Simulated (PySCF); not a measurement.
PySCF job for C2H6FInO, SMILES [CH2](C)[In]([F])[OH], B3LYP-D3(BJ)/def2-SVP. Geometry optimised at B3LYP-D3(BJ)/def2-SVP. The structure was generated by enumeration; whether it is a known compound was not checked. The def2 effective core potentials stand for the cores of In; spin–orbit coupling is left out. The values are those of a single conformer.

```python
import numpy as np
from pyscf import gto, scf, dft, df
from pyscf.hessian import thermo

mol = gto.M(
    atom='''
    In    0.10510135    0.16509644    0.23072666
    F     1.16896917    0.07513527    1.89003255
    C    -0.15874975   -1.64395691   -0.94926587
    C    -1.02041000   -1.48684894   -2.20023902
    H    -0.57785935   -2.37865891   -0.24439056
    H     0.86443495   -1.97379948   -1.18739735
    H    -0.59812291   -0.75365806   -2.90592262
    H    -2.04518363   -1.16113329   -1.96023733
    H    -1.10403969   -2.44543512   -2.74123192
    O    -0.51114950    2.06591764    0.04609492
    H    -1.04576349    2.20423579   -0.74844933
    ''',
    basis='def2-SVP',
    ecp={'In': 'def2-svp'},
    charge=0,
    spin=0,
    max_memory=1600,
    verbose=3,
)
mf = dft.RKS(mol, xc='b3lyp').density_fit(auxbasis='def2-universal-jkfit')
mf.disp = 'd3bj'
mf.grids.level = 3
mf.conv_tol = 1e-11
mf.max_cycle = 100
mf.kernel()

# [left out here: the lines that compute and print the analytic Hessian (its translational invariance restored by hand, since the grid's response is missing), thermochemistry and intensities]
```

Log of the run:

```
[...]
Mode                                 6                   7                   8
Irrep
Freq [cm^-1]                      275.2004            467.2924            595.0775
Reduced mass [au]                   1.0824              3.7396             15.8301
Force const [Dyne/A]                0.0483              0.4811              3.3028
Char temp [K]                     395.9520            672.3297            856.1840
Normal mode                   x     y     z       x     y     z       x     y     z
       0  In                 0.00  0.00 -0.00    0.00  0.02  0.01   -0.01 -0.02 -0.02
       1   F                -0.02 -0.01  0.01    0.02 -0.00  0.02    0.09 -0.01  0.14
       2   C                -0.00 -0.00  0.00    0.02 -0.23 -0.07   -0.00  0.03  0.01
       3   C                -0.00 -0.00  0.00   -0.02 -0.01 -0.03    0.00  0.00  0.01
       4   H                -0.00  0.00  0.00   -0.02 -0.23 -0.09    0.00  0.04  0.02
       5   H                -0.00 -0.00  0.00    0.01 -0.22 -0.11    0.00  0.04  0.02
       6   H                 0.01 -0.01 -0.00    0.02  0.07  0.07   -0.00 -0.01 -0.01
       7   H                 0.00  0.01 -0.00    0.03  0.07  0.07   -0.00 -0.01 -0.01
       8   H                -0.01 -0.00  0.01   -0.15  0.09 -0.19    0.03 -0.01  0.04
       9   O                 0.05  0.01 -0.03   -0.01  0.05  0.00   -0.04  0.13 -0.01
      10   H                -0.79 -0.21  0.50   -0.01  0.04 -0.00   -0.04  0.06 -0.03
Mode                                 9                  10                  11
Irrep
Freq [cm^-1]                      597.6953            645.7172            788.5225
Reduced mass [au]                  17.1135              1.2000              1.0764
Force const [Dyne/A]                3.6020              0.2948              0.3943
Char temp [K]                     859.9504            929.0432           1134.5083
Normal mode                   x     y     z       x     y     z       x     y     z
       0  In                 0.02 -0.03  0.02    0.01  0.00 -0.00    0.00 -0.00  0.00
       1   F                -0.07  0.00 -0.10   -0.00 -0.00  0.00    0.00 -0.00 -0.00
       2   C                -0.00  0.01  0.00   -0.10 -0.03  0.06   -0.00  0.00 -0.00
       3   C                 0.00  0.00  0.01   -0.00 -0.00  0.00    0.00 -0.00 -0.00
       4   H                 0.00  0.01  0.01    0.37 -0.43 -0.08   -0.00 -0.00 -0.01
       5   H                 0.00  0.01  0.01    0.03  0.54 -0.19   -0.01 -0.00 -0.01
       6   H                 0.00 -0.00  0.00    0.25 -0.03  0.12   -0.00 -0.00 -0.00
       7   H                 0.00 -0.00  0.00   -0.03  0.10 -0.26   -0.00 -0.00 -0.00
       8   H                 0.01 -0.00  0.01    0.07  0.02 -0.04    0.01 -0.01  0.01
       9   O                -0.05  0.17 -0.01   -0.01 -0.00  0.00   -0.02 -0.04 -0.05
      10   H                -0.04  0.05 -0.05    0.00  0.00 -0.00   -0.12  0.93  0.21
Mode                                12                  13                  14
Irrep
Freq [cm^-1]                      947.8997            967.5207           1045.5175
Reduced mass [au]                   1.0932              1.2795              2.7593
Force const [Dyne/A]                0.5787              0.7057              1.7771
Char temp [K]                    1363.8166           1392.0468           1504.2668
Normal mode                   x     y     z       x     y     z       x     y     z
       0  In                -0.00 -0.00  0.00    0.00 -0.00  0.00   -0.00 -0.00 -0.00
       1   F                 0.00  0.00 -0.00    0.00  0.00  0.00   -0.00 -0.00 -0.00
       2   C                 0.04  0.01 -0.03    0.03  0.01  0.05    0.10 -0.03  0.15
       3   C                -0.06 -0.02  0.04   -0.05 -0.06 -0.10   -0.09  0.08 -0.10
       4   H                 0.18  0.30  0.36    0.16  0.21  0.33    0.06 -0.14  0.01
       5   H                -0.14 -0.29 -0.38    0.16  0.21  0.33    0.04 -0.15  0.02
       6   H                 0.33 -0.03  0.25    0.01  0.15  0.15   -0.14 -0.07 -0.30
       7   H                -0.12  0.08 -0.39    0.07  0.17  0.10   -0.18 -0.09 -0.27
       8   H                 0.20  0.06 -0.13   -0.33  0.16 -0.44    0.10 -0.06  0.12
       9   O                 0.00  0.00 -0.00   -0.00 -0.00 -0.00   -0.00  0.00  0.00
      10   H                 0.00  0.00 -0.00   -0.00  0.02  0.00   -0.00  0.00 -0.00
Mode                                15                  16                  17
Irrep
Freq [cm^-1]                     1190.1600           1241.6206           1400.5153
Reduced mass [au]                   1.4060              1.2816              1.2011
Force const [Dyne/A]                1.1734              1.1641              1.3880
Char temp [K]                    1712.3753           1786.4156           2015.0296
Normal mode                   x     y     z       x     y     z       x     y     z
       0  In                 0.00  0.00  0.00   -0.00 -0.00  0.00    0.00 -0.00  0.00
       1   F                -0.00  0.00 -0.00    0.00  0.00 -0.00    0.00  0.00  0.00
       2   C                -0.02 -0.11 -0.08   -0.07 -0.02  0.04    0.01 -0.01  0.01
       3   C                -0.01  0.08  0.02    0.09  0.03 -0.06    0.07 -0.01  0.10
       4   H                 0.05  0.32  0.39    0.31  0.10  0.39   -0.16  0.08 -0.01
       5   H                 0.20  0.37  0.29   -0.20 -0.07 -0.46    0.01  0.13 -0.12
       6   H                 0.01 -0.10 -0.15   -0.24  0.08 -0.20   -0.38 -0.11 -0.30
       7   H                -0.10 -0.13 -0.09    0.12 -0.11  0.27   -0.09 -0.03 -0.49
       8   H                 0.18 -0.07  0.25   -0.16 -0.05  0.11   -0.29  0.24 -0.34
       9   O                 0.00 -0.01 -0.00    0.00  0.00 -0.00   -0.00  0.00 -0.00
      10   H                 0.00  0.00  0.00    0.00  0.00 -0.00   -0.00  0.00  0.00
Mode                                18                  19                  20
Irrep
Freq [cm^-1]                     1441.3669           1472.3845           1477.0670
Reduced mass [au]                   1.1185              1.0412              1.0363
Force const [Dyne/A]                1.3691              1.3299              1.3321
Char temp [K]                    2073.8060           2118.4335           2125.1705
Normal mode                   x     y     z       x     y     z       x     y     z
       0  In                -0.00  0.00  0.00   -0.00  0.00  0.00   -0.00 -0.00  0.00
       1   F                 0.00  0.00  0.00   -0.00 -0.00 -0.00   -0.00 -0.00  0.00
       2   C                -0.05  0.04 -0.06   -0.00 -0.02 -0.01   -0.02 -0.00  0.01
       3   C                 0.02  0.02  0.04    0.01 -0.05 -0.01   -0.04 -0.01  0.02
       4   H                 0.59 -0.25  0.05    0.04 -0.00  0.03    0.03 -0.01  0.04
       5   H                -0.06 -0.43  0.47    0.01 -0.01  0.05   -0.02  0.01 -0.04
       6   H                -0.07 -0.07 -0.11   -0.48  0.39  0.14   -0.09 -0.32 -0.36
       7   H                -0.05 -0.06 -0.13    0.13  0.56 -0.27    0.16  0.35  0.31
       8   H                -0.06  0.07 -0.06    0.21 -0.19  0.25    0.56  0.15 -0.36
       9   O                -0.00  0.00  0.00    0.00 -0.00  0.00    0.00  0.00 -0.00
      10   H                -0.00  0.00  0.00    0.00 -0.00 -0.00   -0.00 -0.00  0.00
Mode                                21                  22                  23
Irrep
Freq [cm^-1]                     3019.2282           3060.5063           3090.3127
Reduced mass [au]                   1.0380              1.0605              1.1003
Force const [Dyne/A]                5.5751              5.8524              6.1910
Char temp [K]                    4343.9971           4403.3872           4446.2719
Normal mode                   x     y     z       x     y     z       x     y     z
       0  In                -0.00  0.00  0.00    0.00 -0.00  0.00   -0.00 -0.00 -0.00
       1   F                -0.00 -0.00 -0.00   -0.00 -0.00 -0.00    0.00 -0.00  0.00
       2   C                -0.00  0.00 -0.00    0.03 -0.05  0.02   -0.01  0.01 -0.00
       3   C                -0.03 -0.01 -0.04   -0.01  0.02 -0.00   -0.02  0.08  0.01
       4   H                -0.01 -0.01  0.01    0.27  0.43 -0.43   -0.05 -0.08  0.08
       5   H                 0.02 -0.01 -0.01   -0.63  0.18  0.16    0.12 -0.04 -0.03
       6   H                -0.20 -0.33  0.30   -0.04 -0.07  0.07   -0.19 -0.30  0.30
       7   H                 0.45 -0.15 -0.12    0.10 -0.03 -0.02    0.43 -0.12 -0.11
       8   H                 0.04  0.61  0.33   -0.01 -0.09 -0.05   -0.05 -0.57 -0.32
       9   O                -0.00 -0.00 -0.00   -0.00  0.00 -0.00    0.00 -0.00 -0.00
      10   H                 0.00 -0.00  0.00    0.00 -0.00  0.00    0.00 -0.00  0.00
Mode                                24                  25                  26
Irrep
Freq [cm^-1]                     3102.3224           3122.6703           3820.8323
Reduced mass [au]                   1.1044              1.1050              1.0672
Force const [Dyne/A]                6.2625              6.3484              9.1795
Char temp [K]                    4463.5512           4492.8272           5497.3270
Normal mode                   x     y     z       x     y     z       x     y     z
       0  In                 0.00  0.00 -0.00    0.00  0.00 -0.00   -0.00 -0.00 -0.00
       1   F                 0.00  0.00 -0.00    0.00  0.00 -0.00    0.00 -0.00  0.00
       2   C                 0.04  0.01 -0.02    0.06  0.02 -0.04    0.00 -0.00  0.00
       3   C                -0.06 -0.02  0.04    0.04  0.01 -0.02    0.00 -0.00  0.00
       4   H                -0.13 -0.23  0.21   -0.22 -0.39  0.37   -0.00 -0.00 -0.00
       5   H                -0.31  0.10  0.07   -0.53  0.18  0.12   -0.00 -0.00 -0.00
       6   H                 0.22  0.39 -0.36   -0.13 -0.23  0.21    0.00  0.00 -0.00
       7   H                 0.54 -0.18 -0.13   -0.31  0.10  0.07   -0.00  0.00  0.00
       8   H                -0.01 -0.01  0.01    0.01  0.00 -0.00   -0.00  0.00 -0.00
       9   O                 0.00  0.00 -0.00    0.00  0.00 -0.00   -0.03  0.01 -0.05
      10   H                -0.00 -0.00  0.00    0.00  0.00 -0.00    0.54 -0.15  0.79
temperature 298.1500 [K]
pressure 101325.00 [Pa]
Rotational constants [GHz] 4.65321 1.92390 1.38481
Symmetry number 1
Zero-point energy (ZPE) 0.07880 [Eh]   206899.983 [J/mol]
                           tot       elec      trans        rot        vib
Entropy [J/mol/K]       392.864      0.000    173.503    115.696    103.664
Cv [J/mol/K]            108.745      0.000     12.472     12.472     83.802
Cp [J/mol/K]            117.060      0.000     20.786     12.472     83.802
Internal energy [J/mol]                      3718.434   3718.434 221299.373
Internal energy [Eh]   -444.84816  -444.93528
Enthalpy [J/mol]                             6197.391   3718.434 221299.373
Enthalpy [Eh]          -444.84722
Gibbs free energy [J/mol]                  -45532.477 -30776.463 190391.862
Gibbs free energy [Eh] -444.89183
mode   freq/cm-1   IR/(km/mol)
   1       19.09         3.669
   2       66.66         7.100
   3      112.58        19.820
   4      150.93        16.199
   5      232.98         6.144
   6      239.30         1.700
   7      275.20        74.434
   8      467.29         3.722
   9      595.08        65.556
  10      597.70        79.573
  11      645.72        20.281
  12      788.52        80.952
  13      947.90         2.193
  14      967.52         4.249
  15     1045.52         5.196
  16     1190.16        31.573
  17     1241.62         1.998
  18     1400.52         5.540
  19     1441.37         1.605
  20     1472.38         1.343
  21     1477.07         8.114
  22     3019.23        31.263
  23     3060.51         4.669
  24     3090.31        16.601
  25     3102.32         7.651
  26     3122.67        13.229
  27     3820.83        36.245
max |gradient| / (hartree/bohr): 7.767812598554683e-05
APT charges: [ 1.3372 -0.6645 -0.0671  0.0449 -0.0349 -0.0349 -0.0113 -0.0112 -0.0368
 -0.7347  0.2133]
```

Self-consistency was reached.

Cost: about 2.1 core-minutes (a rough figure).
